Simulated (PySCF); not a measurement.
C2H6OSi2, SMILES C1=C[SiH2]O[SiH2]1. Heavy atoms are numbered as in [CH:1]1=[CH:2][SiH2:3][O:4][SiH2:5]1. Hydrogens are named by the atom that carries them.

The structure is a stationary point at PBE0-D3(BJ)/def2-SVP. This is a generated structure with no PubChem entry under its InChIKey; it may be hypothetical.

Level of theory: PySCF with PBE/pcSseg-1.

GIAO shieldings, no solvent; atoms alike by connectivity are averaged. δ = σ(ref) − σ: ¹³C against TMS (σ = 182.0 ppm); ²⁹Si against TMS (σ = 335.4 ppm); ¹⁷O against H2O (σ = 334.3 ppm); ¹H against TMS (σ = 31.49 ppm), references at their B3LYP-D3(BJ)/def2-TZVP geometries, non-relativistic.

Computed chemical shifts:
```
nucleus       atoms  count  δ (ppm)
-------  ----------  -----  -------
¹³C         C1 (CH)      2    160.7
²⁹Si     Si3 (SiH2)      2     -5.8
¹⁷O              O4      1     21.2
¹H          H on C1      2     7.75
¹H         H on Si3      4     5.84
```
